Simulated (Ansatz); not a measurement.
Basis-set extrapolation for C2H9NOSi, SMILES `CO[SiH](C)N` (PBE0-D4/def2-TZVP geometry, frozen core, Ansatz). Multiplicity 1, RHF reference.

|  | def2-TZVPP | def2-QZVPP |
| --- | --- | --- |
| HF | -499.407508 | -499.427531 |
| MP2 correlation | -0.930395 | -0.997290 |
| CCSD(T) correlation | -1.013757 | not run |

Energies in hartree. Use E(X) = E(∞) + A·exp(−7.88·√X) for Hartree–Fock and E(X) = E(∞) + B·X^(−2.97) for correlation, with X = 3 and 4, and add CCSD(T) minus MP2 of the smaller set to the MP2 limit.

Problem. What is the CCSD(T) energy at the basis-set limit?

Solution. HF limit: -499.427531 + (-0.020023) × 0.13774 = -499.43029. MP2 limit: -0.997290 + (-0.066895) × 0.74074 = -1.04684. Higher-order term: -1.013757 − (-0.930395) = -0.08336. Total: -500.56049 hartree, 365.5 kJ/mol below CCSD(T)/def2-TZVPP.
